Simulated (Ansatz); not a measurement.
Relaxation of GeH6O (8 atoms, charge 0, multiplicity 1), to a largest force component of 0.03 eV/Å in at most 50 steps.

Theory: Ansatz, RHF/def2-SVP.

```xyz
8
Properties=species:S:1:pos:R:3:forces:R:3
Ge -0.146 0.102 0.048 -0.14 0.26 -0.15
O -0.201 -0.040 1.813 -0.14 0.15 0.06
H -0.901 0.422 2.248 0.01 0.00 -0.01
H 1.306 0.324 -0.367 -0.01 0.00 0.00
H -1.001 1.318 -0.350 0.00 0.01 0.01
H -0.723 -1.156 -0.604 0.00 -0.01 0.01
H 1.376 -2.048 0.871 0.71 -0.70 -1.14
H 1.096 -1.807 1.479 -0.42 0.30 1.23
```

Task: Where does it end, and by what steps?

Result: It converged. After 18 steps the energy has fallen by 0.208 eV; H7 moved furthest, 1.64 Å.

```tsv
step	energy less start (eV)	largest force component (eV/Å)	accepted
0	0.0000	1.226	yes
1	-0.1059	0.107	yes
2	-0.1477	0.074	yes
3	-0.1663	0.536	yes
4	-0.1816	0.114	yes
5	-0.1853	0.194	yes
6	-0.1871	0.413	yes
7	-0.1971	0.089	yes
8	-0.1964	0.472	no
9	-0.2004	0.032	yes
10	-0.2018	0.218	yes
11	-0.2034	0.150	yes
12	-0.2053	0.081	yes
13	-0.2064	0.119	yes
14	-0.2069	0.096	yes
15	-0.2074	0.056	yes
16	-0.2078	0.033	yes
17	-0.2080	0.041	yes
18	-0.2081	0.028	yes
```

```xyz
8
Properties=species:S:1:pos:R:3
Ge -0.407 0.543 -0.247
O 0.037 -0.116 1.336
H -0.669 -0.315 1.932
H 0.914 0.791 -0.968
H -1.192 1.850 -0.061
H -1.272 -0.471 -1.008
H 1.861 -2.906 2.176
H 1.535 -2.262 1.978
```

Whether the end is a true minimum wasn't checked by a vibrational analysis.

The run took 22 s on 1 thread of Arm Neoverse V1 (shared host), peak memory 0.15 GiB.
